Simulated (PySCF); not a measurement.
AlBH4NO, B2FH4Si, CH5BClSi (calculated)

All values are calculated (PySCF 2.14.0). Calculation on a computer-drawn molecule: optimised geometry and harmonic frequencies of an isolated molecule of the commonest isotopes, restricted reference for singlets and unrestricted otherwise, frozen core in MP2.

Common to all runs: method HF; basis cc-pV(D+d)Z.

(1) AlBH4NO

Start structure:
```xyz
8
AlBH4NO
B     -2.4672    -3.4081    -1.6414
O     -1.5489    -2.7318    -1.0378
Al    -0.2911    -2.0033    -0.1942
N      1.4770    -2.1525    -0.3290
H     -2.9287    -4.3232    -1.2980
H     -2.9586    -2.8372    -2.6860
H      2.0242    -2.7676    -0.9267
H      2.1405    -1.7040     0.2975
```

Settings of this run: charge 0 and multiplicity 2.

Results for AlBH4NO: rotational constants 23.33, 3.108, 2.81 GHz; total energy -398.3536 hartree; spin squared 0.7524; convergence status largest gradient component 1.459e-05 hartree/bohr.

Drawn bonds:
```
atom  other atom  order
   1           2      1
   2           3      1
   3           4      1
   1           5      1
   1           6      1
   4           7      1
   4           8      1
```

Optimised structure:
```xyz
8
AlBH4NO
B     -2.3935    -3.3393    -1.6756
O     -1.4502    -2.7119    -0.9676
Al    -0.3269    -1.8674    -0.0174
N      1.3805    -2.1846    -0.3208
H     -2.8369    -4.3952    -1.2911
H     -2.8030    -2.8530    -2.7029
H      1.7358    -2.8235    -1.0091
H      2.1413    -1.7530     0.1690
```

Modes:
```
frequency (cm⁻¹)  reduced mass (dalton)
           44.39                  3.275
            87.7                  3.628
           99.63                  1.101
           240.6                   4.25
           371.1                  1.094
           411.2                  1.241
           626.4                  2.541
           722.8                  1.937
           856.3                  7.015
            1070                  1.335
            1147                   1.37
            1320                  1.294
            1468                  4.392
            1663                  1.111
            2624                  1.048
            2674                  1.128
            3770                  1.052
            3860                  1.093
```

(2) B2FH4Si

Start structure:
```xyz
8
B2FH4Si
B     -0.4831     2.4587     0.7097
Si    -0.5803     0.7719    -0.2863
B     -0.6618    -1.1907    -0.4445
F     -0.8684     1.2855    -1.7829
H     -1.4276     2.9519     1.1993
H      0.5993     2.9441     0.9399
H     -1.6445    -1.8274    -0.3899
H      0.3125    -1.8396    -0.5651
```

It was run with charge 1 and multiplicity 1.

Results for B2FH4Si: rotational constants 7.455, 4.748, 3.057 GHz; total energy -439.7816 hartree; convergence status largest gradient component 5.974e-06 hartree/bohr.

Drawn bonds:
```
atom  other atom  order
   1           2      1
   2           3      1
   2           4      1
   1           5      1
   1           6      1
   3           7      1
   3           8      1
```

Optimised structure:
```xyz
8
B2FH4Si
B     -0.4679     2.4009     0.7738
Si    -0.6546     0.8469    -0.5382
B     -0.6503    -1.1902    -0.3917
F     -0.8494     1.3394    -2.0251
H     -1.4577     2.8336     1.2711
H      0.6240     2.8177     0.9937
H     -1.6899    -1.7393    -0.2132
H      0.3918    -1.7546    -0.4902
```

Modes:
```
frequency (cm⁻¹)  reduced mass (dalton)
           152.2                   1.01
           159.5                  3.286
           166.1                  1.193
           198.6                  2.235
           231.7                  5.873
           525.5                  4.909
           558.6                  1.154
             692                  6.164
             732                  1.458
             917                  1.399
           935.6                  1.689
           994.2                  5.363
            1199                  1.115
            1221                  1.119
            2741                  1.044
            2745                  1.045
            2867                  1.131
            2870                  1.134
```

(3) CH5BClSi

Start structure:
```xyz
9
CH5BClSi
B     -0.7444     2.7512    -1.2425
Si    -1.2781     0.9894    -1.9779
C     -0.1456    -0.5507    -1.9744
Cl    -2.9627     0.7628    -2.8607
H     -0.1040     3.5200    -1.9162
H     -0.9325     3.0646    -0.1732
H      0.6796    -0.5075    -2.6160
H     -0.7358    -1.4858    -2.1209
H      0.2347    -0.6813    -0.9322
```

It was run with charge 1 and multiplicity 1.

It finds rotational constants 5.224, 3.558, 2.186 GHz; total energy -813.6617 hartree; convergence status largest gradient component 1.694e-06 hartree/bohr.

Drawn bonds:
```
atom  other atom  order
   1           2      1
   2           3      1
   2           4      1
   1           5      1
   1           6      1
   3           7      1
   3           8      1
   3           9      1
```

Optimised structure:
```xyz
9
CH5BClSi
B     -0.7568     2.7667    -1.1607
Si    -1.1213     0.9683    -2.0360
C     -0.1499    -0.5798    -1.9103
Cl    -2.7463     0.8932    -3.1739
H     -0.0912     3.5551    -1.7525
H     -1.2290     2.9760    -0.0892
H      0.1707    -0.8867    -2.9115
H     -0.7885    -1.3750    -1.5115
H      0.7235    -0.4550    -1.2685
```

Modes:
```
frequency (cm⁻¹)  reduced mass (dalton)
           21.84                  1.037
           156.9                  3.516
           179.1                  1.044
           208.7                  2.814
             213                  3.523
           524.9                   5.86
           607.9                  1.194
           686.7                  5.405
           798.7                  4.818
           807.3                  1.379
           870.7                  1.458
             951                  1.441
            1212                   1.12
            1390                  1.216
            1510                  1.049
            1517                   1.05
            2742                  1.045
            2865                  1.132
            3162                  1.035
            3248                  1.099
            3287                  1.104
```
